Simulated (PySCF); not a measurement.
# Spinor energies of Au³⁺ (gold, charge +3)

Start: [Xe] 4f14 5d7 6p1; 5d3/2 filled at m_j = +1/2, +3/2; 5d5/2 filled at m_j = -3/2, -1/2, +1/2, +3/2, +5/2; 6p3/2 filled at m_j = +3/2. Calculated with PySCF 2.14 in x2c-SVPall-2c with one added diffuse shell each of s, d type (8s9p10d2f, 99 functions): generalised Hartree-Fock with the X2C-1e Hamiltonian and a Gaussian nucleus; one run each with spin-orbit coupling (SO) switched off, then screened by Boettger's factors. This is a chosen level, not necessarily the ground level.

| spinor shell | electrons | ε, spin-free (eV) | ε, screened SO (eV) | weight of nominal j (screened SO) | rms radius, screened SO (bohr) |
| --- | --- | --- | --- | --- | --- |
| 1s1/2 | 2 | -81218.9 | -81187.8 | 1.000 | 0.0191 |
| 2s1/2 | 2 | -14521.4 | -14511.5 | 1.000 | 0.0769 |
| 2p1/2 | 2 | -12573.3 | -13895.1 | 1.000 | 0.0651 |
| 2p3/2 | 4 | -12573.3 | -12053.5 | 1.000 | 0.0731 |
| 3s1/2 | 2 | -3532.2 | -3528.7 | 1.000 | 0.196 |
| 3p1/2 | 2 | -2958.1 | -3252.4 | 1.000 | 0.188 |
| 3p3/2 | 4 | -2958.1 | -2839.6 | 1.000 | 0.204 |
| 3d3/2 | 4 | -2334.5 | -2384.7 | 1.000 | 0.180 |
| 3d5/2 | 6 | -2334.5 | -2297.4 | 1.000 | 0.183 |
| 4s1/2 | 2 | -840.14 | -838.86 | 1.000 | 0.432 |
| 4p1/2 | 2 | -648.62 | -719.77 | 1.000 | 0.438 |
| 4p3/2 | 4 | -648.62 | -619.45 | 1.000 | 0.471 |
| 4d3/2 | 4 | -413.42 | -424.04 | 1.000 | 0.486 |
| 4d5/2 | 6 | -413.42 | -404.85 | 1.000 | 0.496 |
| 5s1/2 | 2 | -172.77 | -172.41 | 1.000 | 0.992 |
| 4f5/2 | 6 | -150.37 | -151.92 | 0.996 | 0.543 |
| 4f7/2 | 8 | -150.37 | -147.91 | 0.997 | 0.544 |
| 5p1/2 | 2 | -118.24 | -131.45 | 0.988 | 1.13 |
| 5p3/2 | 4 | -118.24 | -112.33 | 0.994 | 1.16 |
| 5d5/2 | 5 | -55.708 | -55.353 | 0.504 | 1.48 |
| 5d3/2 | 2 | -55.708 | -56.642 | 0.683 | 1.46 |
| 6p3/2 | 1 | -25.168 | -25.023 | 1.000 | 4.01 |

```json
{"quantity": "E (hartree)", "spin-free": "-18993.60740", "screened SO": "-19022.79695"}
{"quantity": "M_J", "spin-free": "6", "screened SO": "6"}
{"quantity": "⟨J²⟩", "spin-free": "42.005", "screened SO": "42.008"}
{"quantity": "⟨L²⟩", "spin-free": "20.005", "screened SO": "21.958"}
{"quantity": "⟨S²⟩", "spin-free": "6.001", "screened SO": "5.432"}
```

Each row is a mean over spinors that exchange with the open shell spreads, by up to 8.764 eV (5p3/2).

Rows whose weight is well below 1 are mixtures of j = l ± 1/2: exchange outweighs spin-orbit coupling there, and the label is only the starting occupation.

Breit and QED terms are absent; they matter most for the inner s and p1/2 levels.

Densities and radii are taken from the X2C orbitals without a picture-change correction, which distorts them close to the nucleus.

Without spin-orbit coupling the j labels of p, d and f shells carry no meaning; the spin-free column gives the mean over the occupied spinors of each nl shell.
